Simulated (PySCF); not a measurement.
**Bromine: a sound run and one with changed settings**

Sound run: Br²⁺ [Ar] 3d10 4s2 4p3, Br³⁺ [Ar] 3d10 4s2 4p2. Computed with PySCF 2.14 in cc-pVTZ-PP with ECP10MDF (5s4p3d1f, 39 functions), with scalar relativity through the core potential. The sound run starts from symmetry-adapted Hartree-Fock orbitals and uses a fine grid where one is needed.

Changed run: radial step 1.2 in ln r (0.13 in the sound run). This setting is unsound on purpose.

```csv
species,method,sound run (hartree),changed run (hartree),converged
Br²⁺,UHF,-414.35300,-414.35300,yes
Br²⁺,PBE0,-415.56322,-409.12960,yes
Br²⁺,TPSS,-415.50937,-407.07155,yes
Br³⁺,UHF,-413.08064,-413.08064,yes
Br³⁺,PBE0,-414.27181,-407.95434,yes
Br³⁺,TPSS,-414.21976,-405.90419,yes
```

Ionisation energy of Br²⁺:

```json
{"method": "UHF", "sound run (eV)": "34.623", "changed run (eV)": "34.623"}
{"method": "PBE0", "sound run (eV)": "35.141", "changed run (eV)": "31.981"}
{"method": "TPSS", "sound run (eV)": "35.092", "changed run (eV)": "31.766"}
```

A coarse radial grid mis-integrates the density and the exchange-correlation energy, with errors of either sign; Hartree-Fock needs no grid.

For comparison, NIST gives 34.871 ± 0.019 eV between the lowest levels.
